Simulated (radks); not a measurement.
The neon ion Ne3+, configuration [He] 2s2 2p3. All-electron calculation, Dirac Kohn-Sham, BLYP, spin-unpolarised, spherical densities, finite nucleus; open shells fill j = l - 1/2 first; Fermi nuclear charge, rms radius 3.0055 fm. Program: a radial shooting solver on a logarithmic mesh with Libxc functionals. Some entries of the table are withheld. Estimate them.

orbital  occ.  eigenvalue (eV)  <1/r> (bohr^-1)  r(max) (bohr)
1s1/2       2              (1)            9.635         0.1026
2s1/2       2              (2)            1.835         0.6446
2p1/2       2              (3)            1.738            (4)
2p3/2       1              (5)            1.734            (6)
3s1/2       0         -28.9867           0.5982            (7)

Answer. 
(1) 1s1/2 eigenvalue (eV): -915.4410
(2) 2s1/2 eigenvalue (eV): -103.2046
(3) 2p1/2 eigenvalue (eV): -80.6994
(4) 2p1/2 r(max) (bohr): 0.5568
(5) 2p3/2 eigenvalue (eV): -80.5436
(6) 2p3/2 r(max) (bohr): 0.5579
(7) 3s1/2 r(max) (bohr): 2.127
